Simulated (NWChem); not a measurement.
System: AlAsH4O; SMILES [OH][AlH][AsH2]

Excerpt of the output:

```
             Northwest Computational Chemistry Package (NWChem) 7.3.0
             --------------------------------------------------------

 C1  symmetry detected

                             Geometry "geometry" -> ""
                             -------------------------

 Output coordinates in angstroms (scale by  1.889725989 to convert to a.u.)

  No.       Tag          Charge          X              Y              Z
 ---- ---------------- ---------- -------------- -------------- --------------
    1 Al                  13.0000    -0.56323376    -1.20894095     0.01272600
    2 As                  33.0000     0.08897269     1.12455051     0.04731188
    3 H                    1.0000    -1.00715278     1.46366361    -0.96090791
    4 H                    1.0000     1.12490431     0.86973923    -1.04328343
    5 H                    1.0000    -2.06975487    -1.71657587     0.06691447
    6 O                    8.0000     0.71445511    -2.33967251     0.01908235
    7 H                    1.0000     0.62230253    -3.29338152     0.05788808

 Effective nuclear repulsion energy (a.u.)     218.3337058427

                                 NWChem DFT Module
                                 -----------------

 Summary of "ao basis" -> "ao basis" (spherical)
 ------------------------------------------------------------------------------
       Tag                 Description            Shells   Functions and Types
 ---------------- ------------------------------  ------  ---------------------
 Al                        def2-tzvp                13       37   5s5p2d1f
 As                        def2-tzvp                16       48   6s5p4d1f
 H                         def2-tzvp                 4        6   3s1p
 O                         def2-tzvp                11       31   5s3p2d1f

            General Information
            -------------------
          SCF calculation type: DFT
          Wavefunction type:  closed shell.
          No. of atoms     :     7
          No. of electrons :    58
           Alpha electrons :    29
            Beta electrons :    29
          Charge           :     0
          Spin multiplicity:     1
          Use of symmetry is: off; symmetry adaption is: off
          Maximum number of iterations: 150
          AO basis - number of functions:   140
                     number of shells:    56
          Convergence on energy requested:  1.00D-06
          Convergence on density requested:  1.00D-05
          Convergence on gradient requested:  5.00D-04

              XC Information
              --------------
                        BHLYP Method XC Functional
                     Hartree-Fock (Exact) Exchange  0.500
                        Slater Exchange Functional  0.500 local
                    Becke 1988 Exchange Functional  0.500 non-local
              Lee-Yang-Parr Correlation Functional  1.000

             Grid Information
             ----------------
          Grid used for XC integration:  medium
          Radial quadrature: Mura-Knowles
          Angular quadrature: Lebedev.
          Tag              B.-S. Rad. Rad. Pts. Rad. Cut. Ang. Pts.
          ---              ---------- --------- --------- ---------
          Al                  1.25       88          10.0       590
          As                  1.15      112          12.0       590
          H                   0.35       45          13.0       434
          O                   0.60       49          12.0       434
          Grid pruning is: on
          Number of quadrature shells:   429
          Spatial weights used:  Erf1

      Superposition of Atomic Density Guess
      -------------------------------------

 Sum of atomic energies:       -2552.79567207

      Non-variational initial energy
      ------------------------------

 Total energy =   -2553.413396
 1-e energy   =   -3991.083772
 2-e energy   =    1219.336670
 HOMO         =      -0.277837
 LUMO         =       0.007309

   convergence    iter        energy       DeltaE   RMS-Dens  Diis-err
 ---------------- ----- ----------------- --------- --------- ---------
 d= 0,ls=0.0,diis     1  -2555.9065719977 -2.77D+03  4.94D-03  8.03D-01
 d= 0,ls=0.0,diis     2  -2555.8983994321  8.17D-03  2.60D-03  9.43D-01
 d= 0,ls=0.0,diis     3  -2555.9816172375 -8.32D-02  4.51D-04  2.29D-02
 d= 0,ls=0.0,diis     4  -2555.9835883884 -1.97D-03  1.02D-04  4.92D-04
 d= 0,ls=0.0,diis     5  -2555.9836362442 -4.79D-05  3.91D-05  5.02D-05
  Resetting Diis
 d= 0,ls=0.0,diis     6  -2555.9836409031 -4.66D-06  1.23D-05  4.59D-06
 d= 0,ls=0.0,diis     7  -2555.9836413536 -4.50D-07  3.29D-06  1.57D-07

         Total DFT energy =    -2555.983641353564
      One electron energy =    -3994.608872905585
           Coulomb energy =     1332.157813296104
    Exchange-Corr. energy =     -111.866287586808
 Nuclear repulsion energy =      218.333705842726

 Numeric. integr. density =       57.999978385051

                       DFT Final Molecular Orbital Analysis
                       ------------------------------------

 Vector   27  Occ=2.000000D+00  E=-3.937570D-01
              MO Center= -2.9D-01, -1.5D+00, -1.7D-02, r^2= 3.7D+00
   Bfn.  Coefficient  Atom+Function         Bfn.  Coefficient  Atom+Function
  ----- ------------  ---------------      ----- ------------  ---------------
   109      0.312013  6 O  px               112      0.265560  6 O  px
     4      0.199688  1 Al s                115      0.186489  6 O  px
    99      0.161960  5 H  s                 15     -0.145473  1 Al px
   100      0.133876  5 H  s                 54     -0.131551  2 As py
    16      0.114190  1 Al py                98      0.104447  5 H  s

 Vector   28  Occ=2.000000D+00  E=-3.545196D-01
              MO Center= -2.1D-01,  3.6D-01,  1.3D-02, r^2= 3.8D+00
   Bfn.  Coefficient  Atom+Function         Bfn.  Coefficient  Atom+Function
  ----- ------------  ---------------      ----- ------------  ---------------
    55      0.324806  2 As pz                43      0.244456  2 As s
    58      0.242476  2 As pz                42      0.215539  2 As s
    49     -0.199388  2 As pz                93     -0.152704  4 H  s
    87     -0.133435  3 H  s                 99     -0.129983  5 H  s
    15      0.116147  1 Al px                41     -0.113072  2 As s

 Vector   29  Occ=2.000000D+00  E=-2.966024D-01
              MO Center= -1.4D-01,  6.8D-01,  5.1D-02, r^2= 3.4D+00
   Bfn.  Coefficient  Atom+Function         Bfn.  Coefficient  Atom+Function
  ----- ------------  ---------------      ----- ------------  ---------------
    54      0.344577  2 As py                57      0.342645  2 As py
    48     -0.212169  2 As py                43      0.206196  2 As s
    42      0.203165  2 As s                 16     -0.180396  1 Al py
    58      0.173304  2 As pz                55      0.162113  2 As pz
     4     -0.138757  1 Al s                100      0.119694  5 H  s

 Vector   30  Occ=0.000000D+00  E=-6.368957D-03
              MO Center= -7.1D-01, -9.9D-01, -9.5D-02, r^2= 4.8D+00
   Bfn.  Coefficient  Atom+Function         Bfn.  Coefficient  Atom+Function
  ----- ------------  ---------------      ----- ------------  ---------------
    20      0.771259  1 Al pz                17      0.344884  1 Al pz
    94      0.237463  4 H  s                 43     -0.190570  2 As s
   117     -0.157522  6 O  pz               111     -0.122577  6 O  pz
    56     -0.115592  2 As px                 5     -0.114967  1 Al s
   114     -0.095148  6 O  pz                88      0.092115  3 H  s

 Vector   31  Occ=0.000000D+00  E= 2.651921D-02
              MO Center= -6.5D-02, -1.3D+00,  1.3D-01, r^2= 6.6D+00
   Bfn.  Coefficient  Atom+Function         Bfn.  Coefficient  Atom+Function
  ----- ------------  ---------------      ----- ------------  ---------------
     5      1.126847  1 Al s                108     -0.743597  6 O  s
    43     -0.549684  2 As s                 88      0.474204  3 H  s
   137      0.402818  7 H  s                100     -0.392823  5 H  s
    57      0.295396  2 As py                18      0.286233  1 Al px
    19     -0.246621  1 Al py                56      0.244875  2 As px

 Vector   32  Occ=0.000000D+00  E= 4.004552D-02
              MO Center= -4.7D-01,  8.8D-02, -7.2D-02, r^2= 6.3D+00
   Bfn.  Coefficient  Atom+Function         Bfn.  Coefficient  Atom+Function
  ----- ------------  ---------------      ----- ------------  ---------------
    43     -1.053344  2 As s                  5      1.019286  1 Al s
    19      0.874851  1 Al py                57      0.713122  2 As py
    94      0.708319  4 H  s                100     -0.468788  5 H  s
    56     -0.377839  2 As px                88     -0.336814  3 H  s
    18     -0.277330  1 Al px               108      0.234899  6 O  s

     Multipole analysis of the density
     ---------------------------------

     L   x y z        total         alpha         beta         nuclear
     -   - - -        -----         -----         ----         -------
     0   0 0 0     -0.000000    -29.000000    -29.000000     58.000000

     1   1 0 0     -0.305230     -0.152615     -0.152615      0.000000
     1   0 1 0     -0.507751     -0.253875     -0.253875      0.000000
     1   0 0 1     -0.085102     -0.042551     -0.042551      0.000000

     2   2 0 0    -31.099648    -43.082253    -43.082253     55.064858
     2   1 1 0      0.024852      0.389837      0.389837     -0.754822
     2   1 0 1     -0.060255      0.243926      0.243926     -0.548107
     2   0 2 0    -26.150130   -229.511105   -229.511105    432.872081
     2   0 1 1     -0.662494      2.205577      2.205577     -5.073648
     2   0 0 2    -27.092420    -17.293148    -17.293148      7.493875

                                 NWChem DFT Module
                                 -----------------

[...]
```

Level: BHandHLYP/def2-TZVP, vertical spin-unrestricted ions. Structure relaxed at the PBE0/def2-SVP level.

### Question
Reconstruct the input file.

### Answer
Several could match; the one computed here: the input that was run:
```
start job
memory heap 200 mb stack 900 mb global 1100 mb
geometry units angstroms noautoz
  Al    -0.522298    -1.238114     0.046352
  As    -0.082357     1.144746     0.059842
  H     -1.312936     1.394304    -0.809866
  H      0.840189     0.999429    -1.146505
  H     -1.961002    -1.882372     0.259185
  O      0.843901    -2.246923    -0.117623
  H      0.842719    -3.205469    -0.090291
end
basis spherical
  * library def2-tzvp
end
dft
  xc bhlyp
  iterations 150
  vectors input atomic output neutral.movecs
end
task dft energy
charge 1
dft
  odft
  mult 2
  vectors input atomic output cation.movecs
end
task dft energy
```
